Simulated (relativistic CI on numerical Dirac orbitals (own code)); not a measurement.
**Hyperfine structure of Zn⁶⁺, mass number 67**

Computed by Dirac-Coulomb-Breit CI, KLI orbitals optimised for each configuration, model QED, unscaled Slater integrals (own radial code, finite nucleus).

Configurations in the expansion (outside the closed core [Ne]): 3s2 3p6 3d6, 3s2 3p6 3d5 4s, 3s2 3p5 3d7, 3s2 3p6 3d5 4p, 3s2 3p4 3d8, 3s2 3p6 3d5 4d, 3s 3p6 3d7, 3s2 3p6 3d5 5s, 3s2 3p6 3d5 4f, 3s2 3p6 3d5 5p, 3s2 3p6 3d5 5d, 3s2 3p6 3d4 4s2, 3s2 3p6 3d5 5f, 3s2 3p6 3d5 5g. Levels of other configurations are missing.

Nuclear spin I = 5/2, μ = 0.87485 μN, Q = 0.122 b (tables of Stone and Pyykkö). The electronic factors are computed for point nuclear moments, without core polarisation or the Bohr-Weisskopf and QED corrections.

```tsv
Level	E (cm⁻¹)	A (MHz)	B (MHz)
3s2 3p6 3d6 5D_4	0.0	241.1	211
3s2 3p6 3d6 5D_3	1540.0	176.3	51.7
3s2 3p6 3d6 5D_2	2536.4	141.3	-44.9
3s2 3p6 3d6 5D_1	3168.5	120.6	-72.4
3s2 3p6 3d6 3P_2	32299.9	201.7	-15.1
3s2 3p6 3d6 3P_1	36698.0	138.3	3.7
3s2 3p6 3d6 3F_4	37503.8	341.2	76.5
3s2 3p6 3d6 3H_6	37769.8	392.5	-108
```

Levels with J = 0, under 50 % of one LS term, or S terms without an open s electron are left out. Small factors come from cancelling terms and can be off by tens of per cent or more.

At this charge configurations can still be misplaced by up to about 7 % of their energy. Terms inside the open d or f shell come out 10 to 20 % too wide with unscaled integrals. 61 of the 66 excited levels that our extract of the measured tables holds in this range could be paired (the sources list more); they are missed by 3197 cm⁻¹ on average and 9019 at most, and levels without a partner can miss by more. Some levels of the ground configuration have no partner and can miss by 10 % or more.

Question: Give the hyperfine levels of 3s2 3p6 3d6 5D_4 relative to its centre of gravity.

Answer: With K = F(F + 1) − I(I + 1) − J(J + 1), E = AK/2 + B[¾K(K + 1) − I(I + 1)J(J + 1)]/[2I(2I − 1)J(2J − 1)]: F = 3/2: -2910, F = 5/2: -2369, F = 7/2: -1589, F = 9/2: -544.7, F = 11/2: 793.6, F = 13/2: 2463 MHz.
